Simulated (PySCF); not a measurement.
Te(Cl)(SH) (ClHSTe), SMILES S[Te]Cl. Atoms are numbered in the order given.

```xyz
4

Te    -0.0680     0.1224     0.5792
Cl     1.6941     0.7457    -0.8918
S     -1.5190    -1.0484    -0.8867
H     -0.9565    -2.2667    -0.7736
```
Charge 0, spin multiplicity 1.

The structure is a stationary point at B3LYP-D3(BJ)/def2-TZVP. The def2 effective core potentials stand for the cores of Te; spin–orbit coupling is left out. Other conformers were not sampled.

The numbers are results of PySCF with B3LYP/def2-TZVPD, not measurements.

Mulliken values depend strongly on the basis, most of all with diffuse functions as here. ESP charges are fitted to the potential on shells at 1.4 to 2.0 van der Waals radii. Atomic charges (e):

| atom | ESP fit | Mulliken |
|---|---|---|
| Te1 | … | 0.43 |
| Cl2 | … | -0.29 |
| S3 | … | -0.32 |
| H4 | … | 0.18 |

Question: Complete the blanks. (Estimate from the structure and the level; the computed values follow.)

Answer: 
- Te1, ESP fit: 0.18
- Cl2, ESP fit: -0.17
- S3, ESP fit: -0.15
- H4, ESP fit: 0.15
